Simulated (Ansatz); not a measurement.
`[F][AlH][Br]` + `CNC` → `C[N](C)[AlH][F]` + HBr at 500 K and 1 bar (ligand exchange at the Al–Br bond).

Program: Ansatz. Geometries: PBE0-D4/def2-TZVP. ΔE: electronic, gas phase. CCSD(T)/CBS adds triple-zeta CCSD(T) − MP2 to the extrapolated MP2 energy (def2 sets, frozen cores). For Br outer-core shells are correlated without core-valence functions, which leaves a few kJ/mol of doubt a bond. Scalar relativity is left out up to krypton. One conformer a species, not always the lowest.

```
          species  CCSD(T)/CBS energy (Eh)  H − E (kJ/mol)  S (J/(mol·K))
   `[F][AlH][Br]`              -2915.86674            53.8          327.2
            `CNC`               -135.00321           273.8          313.8
`C[N](C)[AlH][F]`               -476.92428           288.9          410.0
              HBr              -2573.91920            30.5          213.7
```

H − E and S are ideal-gas, rigid-rotor, harmonic terms from PBE0-D4/def2-TZVP, for one conformer and one mirror image of each species. 1 Eh = 2625.50 kJ/mol, R = 8.31446 J/(mol·K).

Task: By hand: ΔE, ΔH, ΔS and ΔG.

Result: ΔE = (-476.92428) + (-2573.91920) − (-2915.86674) − (-135.00321) = 0.02647 Eh = 69.5 kJ/mol. Δ(H − E) = 288.9 + 30.5 − 53.8 − 273.8 = -8.2, so ΔH = 61.3 kJ/mol. ΔS = 410.0 + 213.7 − 327.2 − 313.8 = -17.3 J/(mol·K). ΔG = 61.3 − 500 × (-17.3)/1000 = 70.0 kJ/mol.

Task: By hand: the equilibrium constant, and the temperature at which ΔG would vanish if ΔH and ΔS stayed fixed.

Result: log₁₀ K = −ΔG/(RT ln 10) = -7.3. ΔH and −TΔS have one sign here, so there is no such temperature.

ΔH outweighs TΔS. A doubt of 5 kJ/mol in ΔE shifts log₁₀ K by 0.5 here. Other conformers and mirror images would add mixing entropy, several J/(mol·K) or more a flexible species. These are equilibria of isolated gas molecules and say nothing of rates. Largest T1 diagnostic: 0.012 (customary marks: 0.02 for closed shells, 0.045 for open ones).
